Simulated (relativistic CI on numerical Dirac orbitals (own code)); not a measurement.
Method of calculation: Dirac-Coulomb-Breit CI, orbitals from a KLI potential per configuration, model QED, valence Slater integrals scaled by 0.9, P86 correlation estimate, and configurations built on the next ion tied to the tabulated ionisation energy (semi-empirical) (own radial code, finite nucleus).

Configurations in the expansion (outside the closed core 1s2): 2s2.2p4, 2s2.2p3.3s, 2s2.2p3.3p, 2s2.2p3.3d, 2s2.2p3.4s, 2s.2p5, 2p6, 2p5.3s, 2p5.3p, 2p5.3d, 2s.2p4.3s, 2s.2p4.3p, 2s2.2p3.4p, 2s.2p4.3d, 2s2.2p3.4d, 2s2.2p3.4f, 2s2.2p2.3s2, 2s2.2p2.3s.3p, 2s.2p4.4s, 2s2.2p2.3p2, 2s2.2p2.3s.3d, 2s.2p4.4p, 2s.2p4.4d, 2s.2p4.4f. Levels of other configurations are missing.

Configurations that consist of the next ion and one excited electron were tied to the tabulated ionisation energy; Rydberg ones are usually within 1,000 to 3,000 cm⁻¹ and the lowest ones within about 6,000 (9,000 in d shells), while levels on excited terms of the next ion carry the error of that term, and the other configurations can be misplaced by 10,000 cm⁻¹ or more. Rates follow the energies as ν³ (E1, M1) or ν⁵ (E2), so rates, branching and lifetimes can be off by large factors.

Outline of the computed level scheme of P VIII. Lowest level of each configuration: 2s2.2p4 3P_2 at 0.000 eV; 2s.2p5 3P°_2 at 51.496 eV; 2p6 1S_0 at 120.388 eV; 2s2.2p3.3s 5S°_2 at 178.607 eV; 2s2.2p3.3p 5P_1 at 191.145 eV; 2s2.2p3.3d 5D°_3 at 206.806 eV.

Some strong electric-dipole decays among the lowest 45 levels: 2s2.2p3.3s 1D°_2 → 2s2.2p4 1D_2 (1.7e+11 s⁻¹); 2s2.2p3.3s 3S°_1 → 2s2.2p4 3P_2 (1.3e+11 s⁻¹); 2s2.2p3.3s 1P°_1 → 2s2.2p4 1D_2 (9.2e+10 s⁻¹); 2s2.2p3.3s 1P°_1 → 2s2.2p4 1S_0 (8.2e+10 s⁻¹); 2s2.2p3.3s 3S°_1 → 2s2.2p4 3P_1 (7.1e+10 s⁻¹); 2s2.2p3.3s 3D°_3 → 2s2.2p4 3P_2 (6.9e+10 s⁻¹); 2s2.2p3.3s 3P°_0 → 2s2.2p4 3P_1 (6.8e+10 s⁻¹); 2s2.2p3.3s 3D°_2 → 2s2.2p4 3P_1 (4.3e+10 s⁻¹).

LS names give the leading component of a level, which can be under half, so a name can repeat, a term be missing and a line seem to break the LS rules.
